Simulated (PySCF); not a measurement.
**Two-component Hartree-Fock for Tb⁴⁶⁺ (terbium, charge +46)**

Start: [Ar] 3d1; 3d3/2 filled at m_j = +3/2. Calculated with PySCF 2.14 in an uncontracted even-tempered set (16 s from 11 bohr⁻², ratio 2.8; 12 p from 15 bohr⁻², ratio 2.8; 8 d from 15 bohr⁻², ratio 2.8; 3 f from 44 bohr⁻², ratio 3): generalised Hartree-Fock with the X2C-1e Hamiltonian and a Gaussian nucleus; one run each with spin-orbit coupling (SO) switched off, then screened by Boettger's factors.

```csv
spinor shell,electrons,"ε, spin-free (eV)","ε, screened SO (eV)",weight of nominal j (screened SO),"rms radius, screened SO (bohr)"
1s1/2,2,-55147.2,-55136.3,1.000,0.0245
2s1/2,2,-11587.1,-11583.3,1.000,0.0979
2p1/2,2,-10618.3,-11155.9,1.000,0.0837
3s1/2,2,-4395.4,-4394.2,1.000,0.241
3p1/2,2,-4087.1,-4223.2,1.000,0.230
3p3/2,4,-4087.1,-4027.8,1.000,0.242
3d3/2,1,-3793.1,-3818.0,1.000,0.207
```

Where does 2p3/2 lie, and what is the 2p spin-orbit splitting (screened SO)?

At -10387.6 eV, 768.31 eV above 2p1/2.

```csv
quantity,spin-free,screened SO
E (hartree),-9815.35837,-9824.20569
M_J,3/2,3/2
⟨J²⟩,3.956,3.750
⟨L²⟩,6.001,6.032
⟨S²⟩,0.750,0.782
```

Each row is a mean over spinors that exchange with the open shell spreads, by up to 21.593 eV (3p1/2).

Breit and QED terms are absent; they matter most for the inner s and p1/2 levels.

Densities and radii are taken from the X2C orbitals without a picture-change correction, which distorts them close to the nucleus.

Without spin-orbit coupling the j labels of p, d and f shells carry no meaning; the spin-free column gives the mean over the occupied spinors of each nl shell, and its ⟨J²⟩ belongs to a mixture of degenerate components.
